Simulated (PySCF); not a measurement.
C10H16.
Cartesian coordinates in Å at the PBE0-D3(BJ)/def2-SVP level; atoms count from 1:
```xyz
26
C10H16 angstrom
C     -1.7923   -0.0187    1.1204
C     -1.2626   -1.3646    0.6130
C     -0.2936   -1.0378   -0.5324
C      1.2156   -0.9415   -0.2254
C      1.4719   -0.0925    1.0283
C      1.1252    1.3444    0.5588
C      0.7106    1.1428   -0.9061
C      1.6697    0.0216   -1.3317
C     -0.6451    0.4121   -1.0049
C     -1.8064    0.8844   -0.1182
H     -2.7849   -0.1063    1.5887
H     -1.1226    0.3933    1.8907
H     -0.7965   -1.9686    1.4078
H     -2.0996   -1.9634    0.2189
H     -0.4225   -1.7606   -1.3530
H      1.7149   -1.9215   -0.2005
H      2.5294   -0.1692    1.3247
H      0.8806   -0.4231    1.8943
H      2.0057    2.0029    0.6129
H      0.3403    1.8234    1.1617
H      0.7486    2.0659   -1.5033
H      1.4734   -0.3578   -2.3470
H      2.7325    0.3033   -1.2573
H     -0.9518    0.4171   -2.0624
H     -1.7447    1.9555    0.1319
H     -2.7554    0.7469   -0.6614
```

NICS is the negative of the GIAO shielding at a point without a nucleus: at the ring centre (0) and 1 Å above and below it (1); zz is the component along the ring normal. Level: GIAO KT3/pcSseg-1 (PySCF, non-relativistic, gas phase) on the PBE0-D3(BJ)/def2-SVP geometry, one conformer.

Ring bond lengths (Å): C1–C2 1.533, C2–C3 1.535, C3–C9 1.565, C9–C10 1.536, C10–C1 1.533; C3–C4 1.543, C4–C8 1.535, C8–C7 1.536, C7–C9 1.543, C9–C3 1.565; C4–C5 1.536, C5–C6 1.551, C6–C7 1.536, C7–C8 1.536, C8–C4 1.535.

Give the NICS values of each ring in ppm.

```csv
ring,type,NICS(0),"NICS(1), two faces","NICS(1)zz, two faces",rms pucker (Å),"centre to ring atoms, mean (Å)"
C1–C2–C3–C9–C10,5-membered carbocycle; formal bonds all single,-5.6,-4.7 / -3.1,-8.0 / -5.5,0.14,1.30
C3–C4–C8–C7–C9,5-membered carbocycle; formal bonds all single,-7.9,-4.5 / -7.7,-4.0 / -5.7,0.27,1.27
C4–C5–C6–C7–C8,5-membered carbocycle; formal bonds all single,-7.7,-4.2 / -7.9,-5.6 / -12.6,0.27,1.26
```

What do they say, and how far can they be read as aromaticity?

- C1–C2–C3–C9–C10: mean NICS(1)zz -6.8 ppm, shielded. C1, C2, C3, C9, C10 have four or more neighbours, so the value isn't read as a sign of a π ring current.
- C3–C4–C8–C7–C9: mean NICS(1)zz -4.9 ppm, shielded. C3, C4, C7, C8, C9 have four or more neighbours, so the value isn't read as a sign of a π ring current.
- C4–C5–C6–C7–C8: mean NICS(1)zz -9.1 ppm, shielded. C4, C5, C6, C7, C8 have four or more neighbours, so the value isn't read as a sign of a π ring current. The two faces differ by 7.0 ppm, so no symmetry operation interchanges them.

What is the mean of the two in-plane components of NICS at the first NICS(1) probe listed for ring C3–C4–C8–C7–C9, 1 Å off the ring?

The isotropic value is a third of the trace: (3 × -4.5 − (-4.0))/2 = -4.8 ppm.

Give the inner angles of the rings.

- C1–C2–C3–C9–C10: C1 104.7°, C2 106.1°, C3 106.3°, C9 106.3°, C10 106.2°; sum 529.6° against 540° for a flat convex ring.
- C3–C4–C8–C7–C9: C3 102.8°, C4 100.7°, C8 94.2°, C7 100.7°, C9 102.8°; sum 501.2° against 540° for a flat convex ring.
- C4–C5–C6–C7–C8: C4 101.1°, C5 103.2°, C6 103.1°, C7 101.0°, C8 94.2°; sum 502.7° against 540° for a flat convex ring.

How do the values depend on the level or the medium?

```
                              level  NICS(0), C1–C2–C3–C9–C10  mean NICS(1)zz, C1–C2–C3–C9–C10  NICS(0), C3–C4–C8–C7–C9  mean NICS(1)zz, C3–C4–C8–C7–C9  NICS(0), C4–C5–C6–C7–C8  mean NICS(1)zz, C4–C5–C6–C7–C8
                  KT3/pcSseg-1, gas                      -5.6                             -6.8                     -7.9                            -4.9                     -7.7                            -9.1
                 PBE0/pcSseg-1, gas                      -5.9                             -6.9                     -8.3                            -5.1                     -8.1                            -9.3
PBE0/pcSseg-1, IEF-PCM acetonitrile                      -5.9                             -6.9                     -8.3                            -5.2                     -8.1                            -9.3
  PBE0/pcSseg-1, IEF-PCM chloroform                      -5.9                             -6.9                     -8.3                            -5.2                     -8.1                            -9.3
```

The geometry is the same throughout; the continuum's cavity takes Bondi-type radii × 1.2.
